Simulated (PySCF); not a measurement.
**Telling isomers of C4H13NSi2 apart by NMR**

All values are calculated (PySCF 2.14.0 with density-fitted response routines): σ from GIAO-PBE0/pcSseg-1, geometry from GFN2-xTB. Rapidly exchanging positions averaged, non-relativistic, no solvent, single conformer.

Referencing at the same level of theory: $^{1}$H (σref 31.72) and $^{13}$C (σref 186.93) against TMS. Where no couplings were computed, multiplicities follow the n + 1 count of equivalent neighbours, and m marks all less simple cases (inequivalent or close neighbours, rings, F or P nearby). Shifts are as computed. Against solution values, carbons near 30 ppm lie about +3 ppm off and those near 130 ppm about +5 ppm. Of 1211 compounds with measured shifts, 218 miss one by over three times the rms of a fit or turn the order of signals round; such compounds aren't used in these exercises. OH and NH positions are gas-phase values without hydrogen bonding to other molecules.

(1) Tabulate the signals of `CC1(N([SiH3])[SiH3])CC1`, `C[SiH2][C@@H]1CC[Si@H]1N` and their relative energies.

(2) What is the quickest way to tell CC1(N([SiH3])[SiH3])CC1 from C[SiH2][C@@H]1CC[Si@H]1N?

## Answers

(1) 
```json
{"SMILES": "CC1(N([SiH3])[SiH3])CC1", "carbon types": "1×C 2×CH2 1×CH3", "δC": "41.6, 27.2, 21.7", "δH": "4.71 (s, 6H), 1.30 (s, 3H), 0.69 (m, 2H), 0.55 (m, 2H)", "E rel. (kcal/mol)": "23.8"}
{"SMILES": "C[SiH2][C@@H]1CC[Si@H]1N", "carbon types": "1×CH 2×CH2 1×CH3", "δC": "27.0, 21.0, 19.1, -6.8", "δH": "5.07 (m, 1H), 4.31 (m, 1H), 4.14 (m, 1H), 2.03 (m, 1H), 1.64 (m, 1H), 1.61 (m, 1H), 1.54 (m, 1H), 1.43 (m, 1H), 0.84 (br s, 2H), 0.08 (m, 3H)", "E rel. (kcal/mol)": "0.0"}
```

Energies are electronic energies at PBE0/pcSseg-1 on these geometries, without zero-point or thermal terms, each for the one conformer computed, which needn't be the lowest.

(2) Count the carbon signals: 3 against 4. The first has a three-membered-ring carbon (C) at 41.6 ppm, the second an sp3 CH bonded to 2 Si at 21.0 ppm. Their most deshielded carbons lie at 41.6 and 27.0 ppm.
